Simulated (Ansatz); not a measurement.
Compare A (`C=C1C=C[SiH2]1`) with its isomer B (`C=C=C1C[SiH2]1`).

Gas-phase electronic energies from Ansatz, PBE0-D4/def2-TZVP geometries. CCSD(T)/CBS adds triple-zeta CCSD(T) − MP2 to the extrapolated MP2 energy (def2 sets, frozen cores). DFT in def2-TZVPP. B3LYP here is the variant with VWN-RPA as its local correlation; programs differ in this.

(1) Which isomer does CCSD(T)/CBS put lower? Give the gap. (An estimate is asked.)

(2) Give E(B) − E(A) in kJ/mol with PBE0-D4, CCSD(T)/def2-TZVPP, PBE-D4, CCSD/def2-TZVPP, B3LYP-D4, B3LYP, B2PLYP. (An estimate is asked.)

Largest T1 diagnostic: 0.013.

## Answers

(1) Ansatz gave: A, by 126.6 kJ/mol.

(2) Ansatz gave: PBE0-D4 112.9, CCSD(T)/def2-TZVPP 125.9, PBE-D4 101.7, CCSD/def2-TZVPP 126.8, B3LYP-D4 110.4, B3LYP 106.2, B2PLYP 114.9. None reverses the order clearly.

From PBE to PBE0 (25 % exact exchange), in def2-TZVPP and without D4, E(B) − E(A) moves by +11.6 kJ/mol. The D4 term adds +4.2 kJ/mol with B3LYP and +2.1 kJ/mol with PBE0; it sums over pairs of atoms, weighted by their polarisabilities, and B3LYP, whose exchange is more repulsive, gets the larger term.
